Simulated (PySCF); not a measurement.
**Ionisation energy of Si(2+) by level of theory**

Si(2+) [Ne] 3s2 (1S) → Si(3+) [Ne] 3s1 (2S), as a difference of total energies. Computed with PySCF 2.14 in x2c-SVPall (4s3p1d, 18 functions), with scalar relativity by spin-free X2C-1e. Correlated levels: valence: [Ne] frozen. The calculations carry no spin-orbit coupling.

Question: Order these methods by the ionisation energy they give, lowest first.
A. M06-L
B. UHF
C. CCSD (valence)
D. SCS-MP2 (valence)

Answer: B (31.975 eV), D (32.931 eV), C (33.158 eV), A (33.357 eV).

Errors of the correlated levels include the incompleteness of this basis and the frozen core.

With two correlated electrons CCSD is exact in that space.

For comparison: 33.493 eV (measured; NIST Atomic Spectra Database, ionization energies).
